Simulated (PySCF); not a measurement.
Computed Raman spectrum (relative Raman activity) of a molecule C5H5N. Geometry optimised at B3LYP-D3(BJ)/def2-SVP. One conformer was computed; it need not be the lowest. Method: PySCF with B3LYP-D3(BJ)/def2-SVP. Frequencies are harmonic and unscaled.

ν (cm⁻¹): 131 (vw), 230 (vw), 591 (vw), 765 (vw), 1075 (w), 1295 (vw), 1342 (m), 1477 (vw), 2052 (m), 2215 (vs), 3079 (vs), 3153 (s), 3472 (w), 3532 (m), 3637 (m) (against the strongest line: vs over 80 %, s over 45 %, m over 15 %, w over 4 %, vw less)

Task: Which molecule gave these data?
A. C=C=C(C)C#N
B. C#CC(N)=C=C
C. C#CC=C=CN
D. CC#CCC#N

Result: B, C#CC(N)=C=C
